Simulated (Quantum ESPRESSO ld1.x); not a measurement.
All-electron atom: W3+ in [Xe] 4f14 5d2 6p1 (not the ground configuration). All-electron calculation, scalar-relativistic Kohn-Sham, LDA (Slater exchange, Perdew-Wang correlation), spin-polarised, spherical densities, point nucleus; open shells are filled with parallel spins first. Program: ld1.x of Quantum ESPRESSO 7.5.

Radial electron density D(r) = 4 pi r^2 rho(r):

r (bohr),D(r) (e/bohr),spin D(r)
0.0007959,5.411,-0.0000334
0.0009265,6.854,-0.0000422
0.001087,8.758,-0.0000536
0.001276,11.15,-0.0000677
0.001485,13.95,-0.0000840
0.001743,17.57,-0.000105
0.002046,21.98,-0.000129
0.002381,26.99,-0.000155
0.002795,33.22,-0.000185
0.003279,40.44,-0.000217
0.003818,48.19,-0.000244
0.00448,57.15,-0.000266
0.005258,66.65,-0.000272
0.006121,75.74,-0.000249
0.007183,84.79,-0.000178
0.008429,92.53,-0.0000313
0.009813,97.94,0.000211
0.01152,100.9,0.000618
0.01351,100.8,0.00123
0.01573,98.22,0.00206
0.01846,94.05,0.00326
0.02166,90.50,0.00484
0.02522,90.02,0.00679
0.0296,94.59,0.00942
0.03473,104.8,0.0130
0.04043,117.8,0.0177
0.04745,130.3,0.0253
0.05568,136.2,0.0373
0.06482,132.5,0.0544
0.07607,120.8,0.0793
0.08927,108.7,0.108
0.1039,104.7,0.131
0.122,111.4,0.137
0.1431,122.0,0.109
0.1666,123.4,0.0537
0.1955,108.7,-0.00636
0.2295,84.32,-0.0177
0.2671,66.99,0.0495
0.3135,64.61,0.177
0.3679,72.47,0.269
0.4282,75.86,0.241
0.5025,67.24,0.101
0.5897,50.31,-0.0186
0.6866,34.94,0.0393
0.8057,24.38,0.343
0.9455,18.63,0.802
1.101,14.73,1.21
1.292,10.63,1.44
1.516,6.712,1.45
1.765,3.864,1.32
2.071,2.064,1.12
2.43,1.189,0.923
2.829,0.7780,0.717
3.32,0.4882,0.479
3.896,0.2586,0.258
4.535,0.1102,0.110
5.322,0.03233,0.0323
6.246,0.006410,0.00641
7.271,0.0009090,0.000909

D(r) has 4 maxima, at r = 0.0124, 0.0566, 0.158, 0.418 bohr, and minima at 0.0238, 0.102, 0.296 bohr, inside which lie 1.90, 11.10, 29.95 electrons.
